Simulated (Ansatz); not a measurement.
The cluster Ba₄S₄. The state is a triplet with charge 0. Geometry r2SCAN-D4/def2-SVP; atoms count from 1.

```xyz
8

Ba   -0.345   -1.267    2.155
Ba   -1.277    2.587    0.370
Ba    2.828   -0.265   -0.633
Ba   -1.246   -1.115   -1.885
S     1.207    1.238    1.414
S     0.521    1.350   -1.705
S    -2.519   -0.099    0.563
S     0.831   -2.428   -0.278
```

In the def2 sets Ba takes a core potential; there is no spin–orbit coupling. At PBE0-D4/def2-TZVP a singlet of charge 0 lies 2.99 eV below the triplet, each at its own geometry. The structure comes from a short search, and lower isomers may exist.

Estimate the Mulliken populations from the PBE0/def2-TZVP orbitals of Ansatz.


```json
{"atom": "Ba1", "charge (e)": "0.96", "spin (α − β)": "0.18"}
{"atom": "Ba2", "charge (e)": "0.97", "spin (α − β)": "0.33"}
{"atom": "Ba3", "charge (e)": "0.97", "spin (α − β)": "0.33"}
{"atom": "Ba4", "charge (e)": "0.96", "spin (α − β)": "0.18"}
{"atom": "S5", "charge (e)": "-0.87", "spin (α − β)": "0.50"}
{"atom": "S6", "charge (e)": "-0.87", "spin (α − β)": "0.50"}
{"atom": "S7", "charge (e)": "-1.06", "spin (α − β)": "-0.01"}
{"atom": "S8", "charge (e)": "-1.06", "spin (α − β)": "-0.01"}
```
Mulliken values and Mayer orders depend strongly on the basis.

Where does the spin sit?

Summed by element: Ba 1.02, S 0.98, of 2 unpaired in all. Largest on single atoms: S5 0.50, S6 0.50, Ba3 0.33.

And the Mayer bond orders between bonded heavy atoms (over 0.3)?

Ba1–S5 0.43 (3.04 Å); Ba1–S7 0.58 (2.94 Å); Ba1–S8 0.57 (2.94 Å); Ba2–S5 0.38 (3.01 Å); Ba2–S6 0.38 (3.01 Å); Ba2–S7 0.55 (2.96 Å); Ba3–S5 0.38 (3.01 Å); Ba3–S6 0.38 (3.01 Å); Ba3–S8 0.55 (2.97 Å); Ba4–S6 0.43 (3.04 Å); Ba4–S7 0.57 (2.94 Å); Ba4–S8 0.58 (2.94 Å). Values over 0.3 also appear between atoms too far apart for a bond (S5–S6 0.39 at 3.20 Å); they arise where an orbital or an unpaired electron spreads over both atoms.
